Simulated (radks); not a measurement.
Neutral thulium inside a hard spherical wall (all orbitals vanish at R), configuration held at [Xe] 4f13 6s2 and not refilled when levels cross. Method: scalar-relativistic Kohn-Sham, PBE, spin-polarised, spherical densities, point nucleus; open shells are filled with parallel spins first (spin-orbit coupling, left out, can overturn this in heavy ions); computed with a radial shooting solver on a logarithmic mesh with Libxc functionals. Eigenvalues in eV for spin up, with the zero of energy where the potential of the charges vanishes at infinity; a dash marks a level that is unbound or too diffuse for the functional's potential to be trusted. A positive occupied level is held by the wall or, in an anion where self-interaction has pushed it up, behind a barrier. The pressure on the wall is -dE/dV.

\begin{tabular}{lrrrrrrrrr}
R (bohr) & E (hartree) & kinetic (hartree) & e(5s) & e(5p) & e(6s) & e(4f) & e(6p, empty) & e(5d, empty) & pressure (GPa) \\ \hline
free & -13567.4764 & 14749.046 & -53.586 & -27.050 & -3.888 & -3.468 & - & - & 0 \\
15 & -13567.4764 & 14749.046 & -53.584 & -27.048 & -3.886 & -3.467 & -1.107 & -0.808 & 0.000138 \\
10 & -13567.4744 & 14749.065 & -53.444 & -26.909 & -3.776 & -3.330 & -0.778 & -0.641 & 0.0479 \\
8 & -13567.4621 & 14749.145 & -52.983 & -26.453 & -3.360 & -2.878 & 0.070 & -0.159 & 0.499 \\
7 & -13567.4394 & 14749.263 & -52.426 & -25.908 & -2.768 & -2.331 & 1.136 & 0.428 & 1.67 \\
6 & -13567.3806 & 14749.525 & -51.447 & -24.960 & -1.494 & -1.357 & 3.276 & 1.514 & 5.99 \\
4 & -13566.7082 & 14752.063 & -46.289 & -20.092 & 9.327 & 4.122 & 19.348 & 8.188 & 134 \\
3 & -13564.5055 & 14760.336 & -37.195 & -10.954 & 36.604 & 14.859 & 54.681 & 21.612 & 1200 \\
2.5 & -13560.5798 & 14774.472 & -25.712 & 1.796 & 76.190 & 28.672 & 101.67 & 39.680 & 4710 \\
\end{tabular}
